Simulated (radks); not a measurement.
Results of a calculation; reference values are marked as such.
Q: The mean radii <r> (bohr) of the occupied orbitals of an atom or ion are listed with their occupations. Code: a radial shooting solver on a logarithmic mesh with Libxc functionals. Model: Dirac Kohn-Sham, PBE, spin-unpolarised, spherical densities, finite nucleus; Fermi nuclear charge, rms radius of each element as measured or else 0.836 A^(1/3) + 0.57 fm.

| orbital | occ. | <r> |
|---|---|---|
| 1s1/2 | 2 | 0.02842 |
| 2s1/2 | 2 | 0.1222 |
| 2p1/2 | 2 | 0.1033 |
| 2p3/2 | 4 | 0.1087 |
| 3s1/2 | 2 | 0.3302 |
| 3p1/2 | 2 | 0.3208 |
| 3p3/2 | 4 | 0.3321 |
| 3d3/2 | 4 | 0.3033 |
| 3d5/2 | 6 | 0.3069 |
| 4s1/2 | 2 | 0.7908 |
| 4p1/2 | 2 | 0.8325 |
| 4p3/2 | 4 | 0.8616 |
| 4d3/2 | 4 | 1.021 |
| 4d5/2 | 6 | 1.034 |
| 5s1/2 | 2 | 2.159 |
| 5p1/2 | 0.666667 | 2.603 |
| 5p3/2 | 1.33333 | 2.705 |

Name the element and its charge. Open shells, if any, are shared by 2j + 1.

A: Z = 51, antimony, charge +1: Sb+ in [Kr] 4d10 5s2 5p2. The 1s radius gives Z: for a bare nucleus <r> = (2 gamma + 1)/(2Z) with gamma = sqrt(1 - (Z/c)^2), 0.028 bohr for Z = 51, and screening makes it slightly larger (0.02842 here). The occupations add up to 50, and the charge is Z minus that.
